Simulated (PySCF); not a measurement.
octasulfur (S₈), SMILES S1SSSSSSS1.

Geometry: PBE0-D3(BJ)/def2-SVP.

All values below come from PBE0-D3(BJ)/def2-SVP (PySCF 2.14.0).

Frequencies are harmonic and unscaled.

| mode | ν (cm⁻¹) | IR (km/mol) | moving atoms (share of kinetic energy) |
|---|---|---|---|
| 1 | 51 | 0.1 | S 100 % |
| 2 | 73 | 0.0 | S 100 % |
| 3 | 122 | 0.4 | S 100 % |
| 4 | 130 | 0.0 | S 100 % |
| 5 | 155 | 0.8 | S 100 % |
| 6 | 198 | 1.3 | S 100 % |
| 7 | 215 | 1.0 | S 100 % |
| 8 | 244 | 0.0 | S 100 % |
| 9 | 251 | 1.0 | S 100 % |
| 10 | 291 | 2.6 | S 100 % |
| 11 | 373 | 1.5 | S 100 % |
| 12 | 420 | 0.4 | S 100 % |
| 13 | 421 | 1.2 | S 100 % |
| 14 | 461 | 7.5 | S 100 % |
| 15 | 465 | 1.6 | S 100 % |
| 16 | 477 | 0.1 | S 100 % |
| 17 | 489 | 1.0 | S 100 % |
| 18 | 503 | 0.4 | S 100 % |
